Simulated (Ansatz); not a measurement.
C$_{2}$H$_{6}$I$_{2}$OSi (SMILES CO[Si](C)(I)I), singlet, at a GFN2-xTB geometry (core potentials on I); PBE0/def2-SVPD run with Ansatz (a first-principles code).

Ansatz was given this input:
Ansatz 0.2 input:
```yaml
crystal:
  periodic: [false, false, false]
  atoms:
    - {symbol: C, position_ang: [2.62652892, -1.36863881, -1.05080409]}
    - {symbol: O, position_ang: [1.74015120, -0.29228983, -0.99924556]}
    - {symbol: Si, position_ang: [0.15306706, -0.27699177, -0.74899625]}
    - {symbol: C, position_ang: [-0.92175510, -0.93949834, -2.15306536]}
    - {symbol: I, position_ang: [-0.24545899, 2.11442578, -0.38219080]}
    - {symbol: I, position_ang: [-0.34811404, -1.58201461, 1.29212078]}
    - {symbol: H, position_ang: [2.48065204, -2.03123858, -0.19370888]}
    - {symbol: H, position_ang: [3.63816966, -0.96574577, -1.02592392]}
    - {symbol: H, position_ang: [2.48486995, -1.93876532, -1.97117046]}
    - {symbol: H, position_ang: [-1.97533391, -0.78433219, -1.94021680]}
    - {symbol: H, position_ang: [-0.69315488, -0.42775345, -3.08435249]}
    - {symbol: H, position_ang: [-0.76862360, -2.00492984, -2.30778800]}
basis:
  gaussian:
    orbitals: def2-SVPD
hamiltonian:
  xc: pbe0
```

Question: What does Ansatz print? Leave out banner, timings and long lists.

Answer: 
```
Functional definition: PBE0
2050 factors; their error is unknown
mean field evaluation 1: about -28281.0695 eV, gradient 6.0e1 eV
mean field evaluation 2: about -28272.1450 eV, gradient 8.8e1 eV
mean field evaluation 4: about -28288.7409 eV, gradient 3.9e0 eV
mean field evaluation 8: about -28288.7728 eV, gradient 4.9e-2 eV
mean field evaluation 16: about -28289.0742 eV, gradient 8.0e-5 eV
mean field -28289.07423307 eV, -1039.6043030422 hartree, gradient 8.0e-5 eV, S^2 0.000000; 0 other end points of the search recorded, 0 dependent functions left out
reference -28289.07429315 eV, -1039.6043052499 hartree; 45, 45 occupied and 160, 160 virtual orbitals, 2050 factors
Total energy: -28289.07429315 eV, -1039.6043052499 hartree
```
